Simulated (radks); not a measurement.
The numbers below are computed, except where a source is named.
Q: These are the eigenvalues of the occupied orbitals of an atom or ion with whole-number occupations (eV). Code: a radial shooting solver on a logarithmic mesh with Libxc functionals. Model: scalar-relativistic Kohn-Sham, SCAN, spin-polarised, spherical densities, finite nucleus; meta-GGA in the generalised Kohn-Sham scheme; Fermi nuclear charge, rms radius of each element as measured or else 0.836 A^(1/3) + 0.57 fm.

orbital  eigenvalue
1s        -83236.63
2s        -14781.67
2p        -12745.31
3s        -3520.766
3p        -2929.066
3d        -2304.609
4s        -780.6095
4p        -585.7442
4d        -353.4825
5s        -120.4899
4f         -97.0517
5p         -68.2176
5d         -10.1546
6s          -7.3389

Which element is it, and in what charge state? The configuration may be excited. Open shells, if any, are filled with parallel spins first.

A: Z = 80, mercury, charge 0: Hg in [Hg]. The list shows which subshells hold electrons but not how many an open one holds; the 1s level, -3058.9 hartree, gives Z - s = 78.2 by -(Z - s)^2/2, which with screening and relativity narrows Z to a few neighbours, and the depths of the outer levels then fix element, charge and occupations together.
